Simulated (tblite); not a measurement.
C5H14FNSi2.
Atom-mapped SMILES: `[F:1][SiH2:2][CH2:3][N:4]([CH2:5][SiH3:6])[CH:7]1[CH2:8][CH2:9]1` (hydrogens: H10, H11 on Si2; H12, H13 on C3; H14, H15 on C5; H16, H17, H18 on Si6; H19 on C7; H20, H21 on C8; H22, H23 on C9)

The geometry is computed with GFN2-xTB (gas phase).

List the bond lengths, angles and torsions at this level.

```
                     bond  length (pm)
                   F1–Si2        161.5
                   Si2–C3        191.7
                    C3–N4        145.4
                    N4–C5        145.2
                   C5–Si6        190.7
                    N4–C7        143.0
             C7–C8, C7–C9        149.8
                    C8–C9        149.9
         Si2–H10, Si2–H11        145.5
           C3–H12, C3–H13        109.4
                   C5–H14        110.5
                   C5–H15        109.3
Si6–H16, Si6–H17, Si6–H18        146.4
                   C7–H19        109.5
           C8–H20, C9–H23        107.9
           C8–H21, C9–H22        107.9
```

Bonds in one row agree within 1 pm and their mean is given. A selection of angles:
```
    angle  degrees
F1–Si2–C3    107.8
Si2–C3–N4    118.6
 C3–N4–C5    113.4
 C3–N4–C7    112.2
 C5–N4–C7    112.3
N4–C5–Si6    112.7
 N4–C7–C8    117.6
 C8–C7–C9     60.0
 C7–C8–C9     60.0
```

Torsions: F1–Si2–C3–N4 89° (synclinal); Si2–C3–N4–C5 -55° (synclinal); C3–N4–C5–Si6 -67° (synclinal); C3–N4–C7–C8 149° (anticlinal); N4–C7–C8–C9 -108° (anticlinal); N4–C7–C9–C8 108° (anticlinal). The mirror-image conformer, all signs reversed, is as good.

N4 (tertiary amine nitrogen) is pyramidal (angles 113.4°, 112.3° and 112.2°, sum 337.9°, 0.40 Å off the plane of its three neighbours). All 3 C–C bonds measure 1.498 to 1.499 Å. The C–N distances run from 1.430 Å (N4–C7, drawn single) to 1.454 Å (C3–N4, drawn single), a spread of 0.024 Å. All internal angles of the 3-membered ring C7–C8–C9 are 60.0°. Of the pairs four or more bonds apart, Si2···H14 is among the closest relative to their van der Waals radii: 2.82 Å, 85 % of the sum of Bondi's values. Si2 (fluorine-bound silicon) is distorted tetrahedral (angles from 104.0° to 116.3°). Si6 (SiH3 silicon) is tetrahedral (angles from 107.2° to 112.0°).

Point group: C1 (no symmetry element, even within 0.4 Å). Its GFN2-xTB frequencies are all real (lowest 39 cm⁻¹). One conformer, not necessarily the lowest.

The run took 2.2 s wall on one thread of an Arm Neoverse N1, on a shared host. This is the geometry optimisation.
